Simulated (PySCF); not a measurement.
NbSFCl₂, SMILES [F][Nb](=[S])([Cl])[Cl], multiplicity 1. Atoms are numbered in the order given.

```xyz
5

Nb    -0.2152    -0.0438     0.0000
S      0.7246    -1.9740     0.0000
F     -2.0570    -0.3106     0.0000
Cl     0.4630     1.0639    -1.8836
Cl     0.4630     1.0639     1.8836
```

The structure is a stationary point at PBE-D3(BJ)/def2-SVP. The multiplicity is an assumed one; no other spin state was optimised. The structure was generated by enumeration; whether it is a known compound was not checked. The def2 effective core potentials stand for the cores of Nb; spin–orbit coupling is left out.

The numbers are results of PBE/def2-TZVP (PySCF), not measurements.

Symmetry labels are those of the subgroup Cs that the program uses (full group Cs).

Question: List the valence orbital energies around the gap with their symmetry. (The exact figures need the calculation; the answer reports its results.)

Answer: 
| orbital | symmetry | energy (eV) |
|---|---|---|
| HOMO−7 | A" | -10.05 |
| HOMO−6 | A' | -9.40 |
| HOMO−5 | A" | -9.16 |
| HOMO−4 | A' | -9.01 |
| HOMO−3 | A" | -8.69 |
| HOMO−2 | A' | -8.18 |
| HOMO−1 | A' | -7.34 |
| HOMO | A" | -7.31 |
| LUMO | A' | -4.08 |
| LUMO+1 | A" | -3.99 |
| LUMO+2 | A" | -3.12 |
| LUMO+3 | A' | -2.76 |
